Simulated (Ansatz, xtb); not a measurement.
## Relative energy of two isomers of C3H7BrGe

We compare X, `[GeH3][C@@H]1C[C@H]1Br`, a singlet, with Y, `[GeH3][C]1(Br)CC1`, a singlet. Both are isolated molecules in the gas phase, relaxed with r2SCAN-D4/def2-SVP.

**Question.** Estimate E(Y) − E(X) at the level CCSD(T)/def2-SVP + ΔMP2/def2-TZVPP.

**Answer.** Too close to call at this level: CCSD(T)/def2-SVP + ΔMP2/def2-TZVPP gives E(Y) − E(X) = −0.45 kcal/mol.

Level by level:

| level | geometry | E(Y) − E(X) (kcal/mol) | departure from the last row (kcal/mol) | job, with rough time for the two |
| --- | --- | --- | --- | --- |
| GFN2-xTB | GFN2-xTB | −0.56 | −0.12 | optimisation, 0.21 s |
| HF/STO-3G | GFN2-xTB | +1.76 | +2.20 | single point, 1.5 s |
| r2SCAN-D4/def2-SVP//GFN2-xTB | GFN2-xTB | −0.21 | +0.23 | single point, 6.6 s |
| r2SCAN-D4/def2-SVP | r2SCAN-D4/def2-SVP | −0.30 | +0.14 | optimisation, 56 s |
| HF/def2-SVP | r2SCAN-D4/def2-SVP | +0.39 | +0.84 | part of the CCSD(T) run |
| MP2/def2-SVP | r2SCAN-D4/def2-SVP | −0.90 | −0.45 | part of the CCSD(T) run |
| CCSD(T)/def2-SVP | r2SCAN-D4/def2-SVP | −0.71 | −0.27 | single point |
| CCSD(T)/def2-SVP + ΔMP2/def2-TZVPP | r2SCAN-D4/def2-SVP | −0.45 |  | single point, 2.2 min |

As drawn, both hold the same kinds of bond in the same numbers.

The largest departure from CCSD(T)/def2-SVP + ΔMP2/def2-TZVPP is that of HF/STO-3G, 2.20 kcal/mol. The last row adds to CCSD(T) the change of the MP2 difference between the two basis sets, here +0.27 kcal/mol.

With thermal terms from frequencies at re-optimised GFN2-xTB minima (ideal gas, soft modes damped towards free rotors, one conformer each, 298.15 K, 1 atm): on the last row, ΔE + ΔZPE = −0.47, ΔH = −0.44, ΔG = −0.21 kcal/mol.

The correlated steps freeze 21 core orbitals; the filled d shell of Br and Ge is correlated, in a basis made for valence electrons. Mirror images aren't counted in ΔG. Codes used: Ansatz 0.2.0, xtb 6.7.1; the last row on 2 threads of Intel(R) Xeon(R) Platinum 8259CL CPU @ 2.50GHz (Skylake/Cascade Lake) on a shared host.
